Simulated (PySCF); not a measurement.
Calculation: M06-2X/def2-TZVP // B3LYP-D3(BJ)/def2-SVP (PySCF). All species are isolated molecules in the gas phase. One relaxed conformer stands for a flexible species; it need not be the lowest. Excitations are Tamm–Dancoff values on a coarser integration grid. The basis has no diffuse functions, so Rydberg states are missing or too high.

Reference species (SMILES): `C[O][Sn]([O]C)([O]C)[O]C` (neutral, multiplicity 1).

The S1 oscillator strength is 0.000 and the S1 excitation (TDA) comes out as 5.44 eV.

Changed species: `[SnH2]([O]C)[O]C` (C–O–Sn–O torsion 60°, O–Sn–O–C torsion 60°) (2 of 4 OCH3 replaced by H; the reference has 0 of 4 OCH3 replaced by H).

### Question
Give the shifts of the S1 oscillator strength and S1 excitation (TDA).

### Answer
the S1 oscillator strength hardly moves; the S1 excitation (TDA) rises by 0.78 eV, to 6.22 eV.
